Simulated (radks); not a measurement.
Isoelectronic series with 11 electrons, each ion in its NIST ground configuration. Method: non-relativistic Kohn-Sham, PBE, spin-polarised, spherical densities, point nucleus; open shells are filled with parallel spins first (spin-orbit coupling, left out, can overturn this in heavy ions); computed with a radial shooting solver on a logarithmic mesh with Libxc functionals. Total energies (hartree) and orbital eigenvalues (eV):

ion    configuration  E (hartree)      3s up    2p down      2p up    2s down
Al2+        [Ne] 3s1   -241.32347   -24.4395   -90.0823   -90.3316  -128.1033
P4+         [Ne] 3s1   -337.00712   -59.4017  -180.4990  -180.8966  -228.8453
Cl6+        [Ne] 3s1   -449.17555  -106.9671  -298.7066  -299.2442  -357.4512
K8+         [Ne] 3s1   -577.81145  -166.8810  -444.4237  -445.0966  -513.6024
Sc10+       [Ne] 3s1   -722.90639  -239.0378  -617.5308  -618.3363  -697.1630
V12+        [Ne] 3s1   -884.45570  -323.3839  -817.9661  -818.9023  -908.0630
Mn14+       [Ne] 3s1  -1062.45651  -419.8891  -1045.694  -1046.759  -1146.262
Co16+       [Ne] 3s1  -1256.90700  -528.5348  -1300.692  -1301.886  -1411.736
Cu18+       [Ne] 3s1  -1467.80590  -649.3090  -1582.945  -1584.267  -1704.467
Ga20+       [Ne] 3s1  -1695.15234  -782.2034  -1892.443  -1893.893  -2024.446
As22+       [Ne] 3s1  -1938.94569  -927.2124  -2229.180  -2230.757  -2371.664
Br24+       [Ne] 3s1  -2199.18547  -1084.332  -2593.149  -2594.852  -2746.116
Rb26+       [Ne] 3s1  -2475.87133  -1253.558  -2984.347  -2986.177  -3147.796
Nb30+       [Ne] 3s1  -3078.58023  -1628.323  -3848.418  -3850.500  -4032.834
Tc32+       [Ne] 3s1  -3404.60287  -1833.859  -4321.286  -4323.494  -4516.186
Rh34+       [Ne] 3s1  -3747.07079  -2051.495  -4821.375  -4823.708  -5026.758
